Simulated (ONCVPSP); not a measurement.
## V: excitation energies, all-electron against ONCV

| Quantity | Value |
| --- | --- |
| Element | V (Z = 23) |
| Generator | ONCVPSP 4.0.1 |
| Type | optimised norm-conserving Vanderbilt (ONCV) |
| Functional | PBEsol |
| Relativity | fully relativistic |
| Frozen core | [Ne] |
| Valence charge | 13 |
| Reference configuration | 3s2 3p6 3d3 4s1.5 (charge +0.5) |
| Partial waves | 3s+4s: rc 1.25 bohr, ncon 3, nbas 6, qcut 10.1 1/bohr, 2 projectors; 3p: rc 1.45 bohr, ncon 3, nbas 7, qcut 10.8 1/bohr, 2 projectors, debl 2.2 Ha; 3d: rc 1.25 bohr, ncon 5, nbas 9, qcut 10.6 1/bohr, 2 projectors, debl 2.8 Ha |
| Local potential | polynomial inside 1.15 bohr (lpopt 5, dvloc0 6 Ha) |
| Core correction | none |

Open shells are filled in proportion to 2j + 1.

Energies are relative to the spin-unpolarised reference configuration 3s2 3p6 3d3 4s1.5; without spin polarisation the order of configurations can differ from experiment.

| valence configuration | charge | ΔE all-electron (eV) | error AE − PS (meV) |
| --- | --- | --- | --- |
| 3s2 3p6 3d3 4s1 | +1 | 4.650 | +0.1 |
| 3s2 3p6 3d3 4s0 4p2 | 0 | 3.778 | +0.2 |

(1) What are ΔE and the potential's error for 3s2 3p6 3d3 4s0?

(2) What are ΔE and the potential's error for 3s2 3p6 3d3 4s2?

Levels in the configuration 3s2 3p6 3d3 4s1:

```json
{"level": "3s j=1/2", "all-electron (eV)": "-77.629", "pseudo (eV)": "-77.629"}
{"level": "3p j=3/2", "all-electron (eV)": "-51.279", "pseudo (eV)": "-51.279"}
{"level": "3p j=1/2", "all-electron (eV)": "-52.111", "pseudo (eV)": "-52.111"}
{"level": "3d j=5/2", "all-electron (eV)": "-12.628", "pseudo (eV)": "-12.629"}
{"level": "3d j=3/2", "all-electron (eV)": "-12.696", "pseudo (eV)": "-12.697"}
{"level": "4s j=1/2", "all-electron (eV)": "-10.902", "pseudo (eV)": "-10.901"}
```

Answers

(1) ΔE = 18.853 eV all-electron; the error (AE − PS) is +1.1 meV.

(2) ΔE = -3.100 eV all-electron; the error (AE − PS) is 0.0 meV.

These tests converged, but a pseudo level misses the all-electron one widely, so the file describes the atom poorly there or has found another state: 3s2 3p6 3d3 4s0 4p2: empty 4s by 11.4 eV.
